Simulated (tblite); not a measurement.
C9H8 (charge +1 and doublet state).
SMILES: `[CH+]=[C]c1cccc(C)c1`

Level: GFN2-xTB in tblite, geometry and Hessian alike; calculated harmonic values, unscaled, isolated species. The method is semi-empirical: single wavenumbers can be off by several per cent or more. Open shells enter through the occupations alone, without spin polarisation, and single modes of such species can be off by tens of per cent.

Harmonic wavenumbers (cm⁻¹): 91.2, 107.1, 124.9, 158.2, 297.2, 325.2, 331.0, 430.4, 473.5, 478.3, 496.2, 552.2, 657.5, 679.7, 702.1, 759.6, 834.8, 881.8, 924.1, 924.5, 954.0, 970.2, 999.9, 1117.7, 1139.3, 1169.6, 1237.7, 1269.9, 1326.9, 1341.1, 1365.6, 1402.8, 1409.1, 1427.2, 1477.7, 1499.0, 2165.9, 2946.7, 2978.2, 3070.3, 3086.8, 3097.6, 3102.4, 3109.6, 3338.3.

A = 3338, B = 1207, C = 891.4 MHz; mass 116.063 u (most abundant isotopes); point group Cs, symmetry number 1; spin multiplicity 2.

**Question.** Zero-point energy?

**Answer.** ½Σν̃ = 28617 cm⁻¹ = 342.33 kJ/mol.

**Question.** What is S at 350 K and 1 bar for an ideal gas of classical rigid rotors and harmonic oscillators?

**Answer.** Translation 171.48, rotation 122.85, vibration 114.41, spin (R ln 2) 5.76: S = 414.5 J/(mol K).

**Question.** And Cp and H(350 K) − H(0)?

**Answer.** Cp = 169.46 J/(mol K), of which vibrations give 136.21 (their classical limit is 45 R = 374.2); H(350 K) − H(0) = 34.24 kJ/mol without the zero-point energy, 22.60 from vibrations.

**Question.** Which modes carry the vibrational entropy at 350 K?

**Answer.** 91.2 cm⁻¹: 16.52; 107.1 cm⁻¹: 15.20; 124.9 cm⁻¹: 13.95; 158.2 cm⁻¹: 12.04; 297.2 cm⁻¹: 7.15; 325.2 cm⁻¹: 6.49 J/(mol K); the other 39 give 43.06 together.

**Question.** How do the functions run with temperature in this model?

**Answer.** 
```csv
T (K),S (J/(mol K)),Cp (J/(mol K)),H − H(0) (kJ/mol),G − H(0) (kJ/mol),ln q(vib)
50,240.9,47.3,1.87,-10.17,0.16
100,279.9,66.9,4.74,-23.25,0.88
298.15,389.0,148.6,25.98,-90.00,4.86
373.15,425.6,178.3,38.26,-120.56,6.51
500,483.9,220.2,63.65,-178.30,9.37
750,584.8,276.5,126.33,-312.27,14.94
1000,669.6,312.0,200.20,-469.36,20.16
```

q(vib) and H(0) count from the zero-point level.

Hindered rotation and anharmonicity are outside this model.

On Arm Neoverse V2, one thread, no GPU (shared host), this took 0.51 s. This covers the Hessian and the dipole derivatives.
